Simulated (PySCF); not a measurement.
Hf(F)2(SH)2 (F2H2HfS2), SMILES [F][Hf]([F])([SH])[SH], multiplicity 1. Atoms are numbered in the order given.

```xyz
7

Hf     0.0000     0.0000     0.2053
F      0.0000    -1.5081     1.3804
F      0.0000     1.5081     1.3804
S     -1.9879     0.0000    -1.2283
H     -2.8402     0.0000    -0.1607
S      1.9879     0.0000    -1.2283
H      2.8402     0.0000    -0.1607
```

Geometry: PBE-D3(BJ)/def2-SVP. The geometry has at least one imaginary mode, so it is a saddle point at that level. The spin state was assumed, not searched. The structure was generated by enumeration; whether it is a known compound was not checked. The def2 effective core potentials stand for the cores of Hf; spin–orbit coupling is left out. The values are those of a single conformer.

The numbers are results of PBE-D3(BJ)/def2-SVP run with PySCF, not measurements.

Frequencies are harmonic and unscaled.

Computed normal modes with their intensities:
```json
[
 {"mode": "1", "ν (cm⁻¹)": "167i", "IR (km/mol)": "0.0", "moving atoms (share of kinetic energy)": "H 94 %"},
 {"mode": "2", "ν (cm⁻¹)": "110i", "IR (km/mol)": "49.6", "moving atoms (share of kinetic energy)": "H 97 %"},
 {"mode": "3", "ν (cm⁻¹)": "78", "IR (km/mol)": "1.0", "moving atoms (share of kinetic energy)": "S 81 %, Hf 13 %"},
 {"mode": "4", "ν (cm⁻¹)": "103", "IR (km/mol)": "4.6", "moving atoms (share of kinetic energy)": "F 39 %, S 36 %, Hf 22 %"},
 {"mode": "5", "ν (cm⁻¹)": "132", "IR (km/mol)": "0.0", "moving atoms (share of kinetic energy)": "F 71 %, S 27 %"},
 {"mode": "6", "ν (cm⁻¹)": "133", "IR (km/mol)": "7.8", "moving atoms (share of kinetic energy)": "F 70 %, S 16 %, Hf 11 %"},
 {"mode": "7", "ν (cm⁻¹)": "162", "IR (km/mol)": "7.4", "moving atoms (share of kinetic energy)": "F 92 %"},
 {"mode": "8", "ν (cm⁻¹)": "339", "IR (km/mol)": "15.1", "moving atoms (share of kinetic energy)": "S 77 %, H 13 %, Hf 10 %"},
 {"mode": "9", "ν (cm⁻¹)": "361", "IR (km/mol)": "58.7", "moving atoms (share of kinetic energy)": "S 72 %, Hf 24 %"},
 {"mode": "10", "ν (cm⁻¹)": "460", "IR (km/mol)": "46.7", "moving atoms (share of kinetic energy)": "H 93 %"},
 {"mode": "11", "ν (cm⁻¹)": "472", "IR (km/mol)": "0.0", "moving atoms (share of kinetic energy)": "H 84 %, S 14 %"},
 {"mode": "12", "ν (cm⁻¹)": "650", "IR (km/mol)": "82.7", "moving atoms (share of kinetic energy)": "F 87 %, Hf 13 %"},
 {"mode": "13", "ν (cm⁻¹)": "655", "IR (km/mol)": "84.0", "moving atoms (share of kinetic energy)": "F 91 %"},
 {"mode": "14", "ν (cm⁻¹)": "2598", "IR (km/mol)": "8.6", "moving atoms (share of kinetic energy)": "H 97 %"},
 {"mode": "15", "ν (cm⁻¹)": "2598", "IR (km/mol)": "0.0", "moving atoms (share of kinetic energy)": "H 97 %"}
]
```
